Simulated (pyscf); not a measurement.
A first-order saddle from PySCF, ωB97X-D3(BJ)/def2-SVP:

```
B
H 1 1.2106
H 1 1.2435 2 118.61
H 1 1.2435 2 118.61 3 121.94
As 1 1.9492 2 115.51 3 -119.03
H 5 1.5260 1 96.76 2 -179.99
```
Charge 0, spin multiplicity 1.

Surface: singlet, charge 0. Lowest wavenumbers (cm⁻¹): 795i, 532, 548, 614, 827.

Q: What reaction is this the transition state of?

A: H₂B–AsH₂ (SMILES B[AsH2]) <-> H₂B–AsH₂ (SMILES B[AsH2]), a concerted two-bond exchange read from left to right: As–H, B–H broken and As–H, B–H formed. At CCSD(T)/def2-TZVPP + ΔMP2(QZVPP) it lies +34.9 kcal/mol from the left side and +34.9 kcal/mol from the right (each side as separated species at their lowest minima found). One saddle was located; it need not be the lowest between these sides. The CCSD(T) − MP2 part came from Ansatz, without density fitting, on the same reference. The frozen core leaves the outer d or s,p core shells of the metals and heavy elements correlated in the MP2 and CC values, and def2-TZVPP describes them poorly, which can shift differences by a few kcal/mol. Elements up to Kr have no core potential and no relativistic terms here.
